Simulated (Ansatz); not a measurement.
`OCC(O)O` and `BC(O)O` differ in one atom or group.

Ansatz, PBE0-D4/def2-TZVP geometries, multiplicity 1. Each molecule was computed in one conformer, which needn't be the lowest. `BC(O)O` holds a close contact that its SMILES doesn't draw: O···B 1.66 Å.

| property | `OCC(O)O` |
| --- | --- |
| size of the dipole moment (PBE/def2-TZVPP) / D | 0.99 |
| size of the dipole moment (ωB97M-V/def2-TZVPP) / D | 1.05 |
| HOMO energy (PBE/def2-TZVPP) / eV | -6.40 |
| HOMO–LUMO gap (PBE/def2-TZVPP) / eV | 6.35 |
| LUMO energy (B3LYP/def2-TZVPP) / eV | 0.46 |
| HOMO energy (B3LYP/def2-TZVPP) / eV | -7.84 |

**Question.** Give the same properties after the change, and the shifts. (Estimate.)

**Answer.** Ansatz gave: 
```
                                          property  `BC(O)O`  shift
    size of the dipole moment (PBE/def2-TZVPP) / D      4.01   3.02
size of the dipole moment (ωB97M-V/def2-TZVPP) / D      4.04   2.99
                 HOMO energy (PBE/def2-TZVPP) / eV     -6.78  -0.38
               HOMO–LUMO gap (PBE/def2-TZVPP) / eV      6.03  -0.32
               LUMO energy (B3LYP/def2-TZVPP) / eV     -0.21  -0.67
               HOMO energy (B3LYP/def2-TZVPP) / eV     -8.01  -0.17
```

With PBE0 the HOMO falls by 0.14 eV and the LUMO falls by 0.69 eV, so the gap narrows by about 0.55 eV. PBE moves the HOMO by -0.38 eV and ωB97M-V by -0.06 eV. Dipoles are sizes alone; their direction can turn.

B3LYP here is the variant with VWN-RPA as its local correlation; programs differ in this.
